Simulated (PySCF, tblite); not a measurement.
Isomers of C4H6ClF3Si, one GFN2-xTB conformer each. Single-point energies are computed at PBE0/pcSseg-1 (PySCF, gas phase, no added dispersion term), electronic only.

Task: Rank them by PBE0/pcSseg-1 energy, lowest first (kJ/mol).
A. `[F:1][C:2]([F:3])([F:4])[CH2:5][C@:6]1([Cl:7])[CH2:8][SiH2:9]1` with C2–C5–C6–Cl7 -73°
B. `[F:1][C:2]([F:3])([F:4])[C@@H:5]1[CH2:6][CH2:7][Si@@H:8]1[Cl:9]` with C2–C5–C6–C7 -106°, C5–C6–C7–Si8 -12°, C6–C7–Si8–Cl9 125°, C2–C5–Si8–C7 105°

Result: B (0.0), A (216.9).

As drawn, the lower has a four-membered ring, which the higher lacks; the higher has a three-membered ring, which the lower lacks. GFN2-xTB itself gives, in the same order: 0.0, 195.6. Both levels put the same isomer lowest.

Task: Which frontier levels, dipoles and rotational constants go with these structures?

Result: 
```csv
SMILES,"HOMO (eV, PBE0/pcSseg-1)",LUMO (eV),dipole (D),"A, B, C (MHz)"
FC(F)(F)[C@@H]1CC[Si@@H]1Cl,-8.54,0.18,3.23,"1663, 994.9, 749.4"
FC(F)(F)C[C@]1(Cl)C[SiH2]1,-7.24,-0.42,3.32,"1693, 870.5, 710.3"
```

Task: What happens when harmonic zero-point energies from GFN2-xTB frequencies are added?

Result: 
```
                     SMILES  ZPE (kJ/mol)  electronic (kJ/mol)  with ZPE (kJ/mol)
FC(F)(F)[C@@H]1CC[Si@@H]1Cl         250.8                  0.0                0.0
 FC(F)(F)C[C@]1(Cl)C[SiH2]1         238.3                216.9              204.4
```

The zero-point energies span 12.5 kJ/mol. The order is unchanged.
